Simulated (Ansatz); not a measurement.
Input for Ansatz (a quantum-chemistry and plane-wave program): U-CCSD(T)/def2-TZVPP on F3La (SMILES [F][La]([F])[F]), a point of a bond scan (R = 2.377 Å). Elements past Kr take the def2 small-core potentials; no spin–orbit coupling.

Ansatz 0.2 input:
```yaml
crystal:
  periodic: [false, false, false]
  atoms:
    - {symbol: La, position_ang: [0.03201906, -0.05692400, -0.13637047]}
    - {symbol: F, position_ang: [-2.04153239, -1.09645806, 0.38442938]}
    - {symbol: F, position_ang: [-0.06737706, 2.06676129, -0.52460377]}
    - {symbol: F, position_ang: [1.71761741, -0.70428766, 1.05119948]}
basis:
  gaussian:
    orbitals: def2-TZVPP
correlation: {method: ccsd_t, electrons: outside_noble_gas}
scf: {omitted_lower_state_checks: [cluster_reference]}
magnetization: {spin_polarized: true, initial_magnetization: 0}
```

Problem. What total energy does the run end on?

Solution. -330.6992 hartree (reference determinant -329.8442, T1 diagnostic 0.017).

Problem. How many basis functions does it have, and what does it roughly cost on one machine?

Solution. 149 functions; roughly 70 core-seconds.
